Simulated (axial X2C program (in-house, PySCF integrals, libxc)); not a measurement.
**What spin–orbit coupling does to CuB**

All values were computed with an in-house relativistic program for diatomic molecules. Spin-free means the one-electron spin-free X2C Hamiltonian; two-component (2c) means X2C with spin–orbit coupling and atomic mean-field two-electron Coulomb and Gaunt terms, so the difference of the two also holds small scalar two-electron terms. Basis: Cu dyall-cv3z [9s9p6d3f2g], B dyall-v3z [7s6p2d1f] (cores contracted in-house); Gaussian nuclei, density fitting, unrestricted open shells. Masses: Cu 62.930 u, B 11.009 u.

Spin-free state: M_S = 0, Λ = 0 (closed shell); fragments Cu + B.

```tsv
level	Re (Å)	ωe (cm⁻¹)	De (eV)	μ (D)
PBE0	1.913	544.7	2.331	-1.79
HF	2.136	401.6	n/a	-3.66
MP2	1.821	601.5	2.396	n/a
CCSD	1.923	512.8	2.110	n/a
CCSD(T)	1.873	569.7	n/a	n/a
LDA	1.845	621.4	3.639	-1.16
```

Correlated methods: 14 electrons correlated (number of frozen shells: Cu 3 s, 2 p; B 1 s), 226 virtual spin orbitals or spinors in MP2, 90 natural virtuals in coupled cluster.

Dipoles are positive if B is the positive end.

Two-component determinant lowest at the distance of the search:

Ω = 0 (closed shell); fragments Cu + B.

```csv
level,Re (Å),ωe (cm⁻¹),De (eV),μ (D)
PBE0,1.914,544.3,2.329,-1.79
HF,2.137,401.3,n/a,-3.65
MP2,1.822,600.9,2.391,n/a
CCSD,1.924,512.1,2.109,n/a
CCSD(T),1.873,568.6,n/a,n/a
LDA,1.845,620.8,3.637,-1.16
```

(1) From the two tables, how do the constants change at the CCSD(T) level (2c against spin-free)?

The state is a single determinant with fixed occupations, the lowest that a limited PBE0 search found. The closed shell is kept restricted, so the energy runs too high when the bond is stretched far. De is counted from the lowest determinant-based energies of the atoms at the same level, without counterpoise correction. De is not given where an atomic determinant may have missed its ground term or J level, or where the truncated virtual space spoils (T). Coupled cluster ran in a truncated set of natural virtual spinors; the MP2 energy of the rest was added. (T) has no such correction and the atoms are truncated less, which lowers De at CCSD(T) by a hundredth of an eV or more. The 2c atoms are single determinants rather than J levels; their spin–orbit lowering is only partly caught, and De is too large by that part. This holds for PBE0, LDA. The functionals have no current-density term, which raises determinants with orbital currents, atoms included. The T1 diagnostic is large, a sign of multireference character.

Results:

(1) At the CCSD(T) level Re stays the same within 0.001 Å and ωe falls by 1.1 cm⁻¹.
